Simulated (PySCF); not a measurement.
F₅Ta, singlet, geometry from GFN2-xTB (such geometries of metal compounds can be far from the true shape) (core potentials on Ta); PySCF with DF-B3LYP/def2-SVPD.

Here is a job for PySCF.
```python
from pyscf import gto, scf, dft

mol = gto.Mole()
mol.atom = '''
    Ta    0.000000   -0.000000    0.000000
    F     1.178466   -0.709650    1.153958
    F    -1.178466    0.709650   -1.153958
    F     0.122508    1.598524    0.857934
    F     1.122093   -0.379802   -1.379491
    F    -1.244602   -1.218722    0.521557
'''
mol.basis = 'def2-svpd'
mol.ecp = {'Ta': 'def2-svpd'}
mol.charge = 0
mol.spin = 0
mol.verbose = 4
mol.max_memory = 1800
mol.build()

mf = dft.RKS(mol)
mf.xc = 'b3lyp'
mf = mf.density_fit(auxbasis='def2-universal-jkfit')
mf.kernel()
```

The log (banner, timings and long lists left out):

```
PySCF version 2.14.0

[INPUT] verbose = 4
[INPUT] num. atoms = 6
[INPUT] num. electrons = 58
[INPUT] charge = 0
[INPUT] spin (= nelec alpha-beta = 2S) = 0
[INPUT] symmetry False subgroup None
[INPUT] Mole.unit = angstrom
[INPUT] Symbol           X                Y                Z      unit          X                Y                Z       unit  Magmom
[INPUT]  1 Ta     0.000000000000   0.000000000000   0.000000000000 AA    0.000000000000   0.000000000000   0.000000000000 Bohr   0.0
[INPUT]  2 F      1.178466000000  -0.709650000000   1.153958000000 AA    2.226977987112  -1.341044144298   2.180664579251 Bohr   0.0
[INPUT]  3 F     -1.178466000000   0.709650000000  -1.153958000000 AA   -2.226977987112   1.341044144298  -2.180664579251 Bohr   0.0
[INPUT]  4 F      0.122508000000   1.598524000000   0.857934000000 AA    0.231506568068   3.020772563544   1.621260292953 Bohr   0.0
[INPUT]  5 F      1.122093000000  -0.379802000000  -1.379491000000 AA    2.120448456292  -0.717721761562  -2.606860181302 Bohr   0.0
[INPUT]  6 F     -1.244602000000  -1.218722000000   0.521557000000 AA   -2.351956914086  -2.303050801982   0.985599888350 Bohr   0.0

nuclear repulsion = 324.517718156056
number of shells = 58
number of NR pGTOs = 225
number of NR cGTOs = 150
basis = def2-svpd
ecp = {'Ta': 'def2-svpd'}

******** <class 'pyscf.df.df_jk.DFRKS'> ********
method = DFRKS
initial guess = minao
damping factor = 0
level_shift factor = 0
DIIS = <class 'pyscf.scf.diis.CDIIS'>
diis_start_cycle = 1
diis_space = 8
diis_damp = 0
SCF conv_tol = 1e-09
SCF conv_tol_grad = None
SCF max_cycles = 50
direct_scf = False
XC library pyscf.dft.libxc version 7.1.2
    S. Lehtola, C. Steigemann, M. J. T. Oliveira, and M. A. L. Marques,  SoftwareX 7, 1–5 (2018)
XC functionals = b3lyp
    P. J. Stephens, F. J. Devlin, C. F. Chabalowski, and M. J. Frisch,  J. Phys. Chem. 98, 11623 (1994)
radial grids:
    Treutler-Ahlrichs [JCP 102, 346 (1995); DOI:10.1063/1.469408] (M4) radial grids

becke partition: Becke, JCP 88, 2547 (1988); DOI:10.1063/1.454033
pruning grids: <function nwchem_prune>
grids dens level: 3
symmetrized grids: False
atomic radii adjust function: <function treutler_atomic_radii_adjust>
small_rho_cutoff = 0
Set gradient conv threshold to 3.16228e-05
Initial guess from minao.
tot grids = 95320
******** <class 'pyscf.df.df.DF'> ********
auxbasis = def2-universal-jkfit
init E= -543.360174472838
  HOMO = -0.720319467857361  LUMO = -0.405151197606477  gap/eV = 8.57617
cycle= 1 E= -556.094539774299  delta_E= -12.7  |g|= 0.882  |ddm|=  8.2
  HOMO = -0.324001190369491  LUMO = -0.00957359732311086  gap/eV = 8.55601
cycle= 2 E= -555.998531291892  delta_E= 0.096  |g|= 1.21  |ddm|= 1.65
  HOMO = -0.44199252623346  LUMO = -0.0467906829403915  gap/eV = 10.75399
cycle= 3 E= -556.209150252294  delta_E= -0.211  |g|= 0.243  |ddm|= 0.843
  HOMO = -0.448354673939157  LUMO = -0.0861683566311542  gap/eV = 9.85559
cycle= 4 E= -556.221500274069  delta_E= -0.0124  |g|= 0.018  |ddm|= 0.229
  HOMO = -0.447358076765321  LUMO = -0.0833609252724149  gap/eV = 9.90487
cycle= 5 E= -556.221550435638  delta_E= -5.02e-05  |g|= 0.00911  |ddm|= 0.0155
  HOMO = -0.447509527447374  LUMO = -0.0834773480373732  gap/eV = 9.90582
cycle= 6 E= -556.221563447161  delta_E= -1.3e-05  |g|= 0.00197  |ddm|= 0.00697
  HOMO = -0.447581015007985  LUMO = -0.0834587078163618  gap/eV = 9.90827
cycle= 7 E= -556.221564080571  delta_E= -6.33e-07  |g|= 7.54e-05  |ddm|= 0.00148
  HOMO = -0.447602563975947  LUMO = -0.0834868593994263  gap/eV = 9.90809
cycle= 8 E= -556.221564081895  delta_E= -1.32e-09  |g|= 6.48e-06  |ddm|= 0.000119
  HOMO = -0.447601847279514  LUMO = -0.0834853926135417  gap/eV = 9.90811
cycle= 9 E= -556.221564081908  delta_E= -1.34e-11  |g|= 1.9e-06  |ddm|= 9.15e-06
  HOMO = -0.447601635205375  LUMO = -0.0834852851876536  gap/eV = 9.90811
Extra cycle  E= -556.221564081907  delta_E= 9.09e-13  |g|= 3.56e-06  |ddm|= 3.66e-06
converged SCF energy = -556.221564081907
```
